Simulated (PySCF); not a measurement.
## Correlation energy of C⁺ (carbon, charge +1)

[He] 2s2 2p1, 2P determinant. Calculation: PySCF 2.14, in dyall-av3z; scalar relativity by spin-free X2C-1e. Frozen: 1s2; 3 electrons correlated; the 14 highest virtual orbitals of each spin left out.

```json
{"level": "CCSD", "correlation energy (mhartree)": "-76.39"}
{"level": "(T)", "correlation energy (mhartree)": "-1.19"}
{"level": "CCSD(T)", "correlation energy (mhartree)": "-77.58"}
```

Diagnostics: T1 = 0.0099, D1 = 0.0184, largest double amplitude 0.131.

Cost of the coupled-cluster step: of the order of 6 core-seconds, for 3 correlated electrons.

Iterations:

```
CC2 = 0
CCSD nocc = (np.int64(2), np.int64(1)), nmo = (56, 56)
frozen orbitals [[0, 57, 58, 59, 60, 61, 62, 63, 64, 65, 66, 67, 68, 69, 70], [0, 57, 58, 59, 60, 61, 62, 63, 64, 65, 66, 67, 68, 69, 70]]
max_cycle = 100
direct = 0
conv_tol = 1e-08
conv_tol_normt = 1e-06
diis_space = 8
diis_start_cycle = 0
Init t2, MP2 energy = -0.0530149014143967
Init E_corr(UCCSD) = -0.0530149014467773
cycle = 1  E_corr(UCCSD) = -0.0662683319445703  dE = -0.0132534305  norm(t1,t2) = 0.0538445
cycle = 2  E_corr(UCCSD) = -0.0714858059136488  dE = -0.00521747397  norm(t1,t2) = 0.0266464
cycle = 3  E_corr(UCCSD) = -0.0764364760425537  dE = -0.00495067013  norm(t1,t2) = 0.0139213
cycle = 4  E_corr(UCCSD) = -0.0763575785422426  dE = 7.88975003e-05  norm(t1,t2) = 0.00120443
cycle = 5  E_corr(UCCSD) = -0.0764004439000769  dE = -4.28653578e-05  norm(t1,t2) = 0.000193441
cycle = 6  E_corr(UCCSD) = -0.0763825945243385  dE = 1.78493757e-05  norm(t1,t2) = 4.63223e-05
cycle = 7  E_corr(UCCSD) = -0.0763878131532526  dE = -5.21862891e-06  norm(t1,t2) = 1.50324e-05
cycle = 8  E_corr(UCCSD) = -0.0763876213297629  dE = 1.9182349e-07  norm(t1,t2) = 2.05515e-06
cycle = 9  E_corr(UCCSD) = -0.0763874858676317  dE = 1.35462131e-07  norm(t1,t2) = 4.83202e-07
cycle = 10  E_corr(UCCSD) = -0.0763875185560111  dE = -3.26883794e-08  norm(t1,t2) = 1.21774e-07
cycle = 11  E_corr(UCCSD) = -0.076387517718452  dE = 8.37559119e-10  norm(t1,t2) = 2.19844e-08
UCCSD converged
E(UCCSD) = -37.38823783704957  E_corr = -0.07638751771845195
UCCSD(T) correction = -0.00118692321204574
```
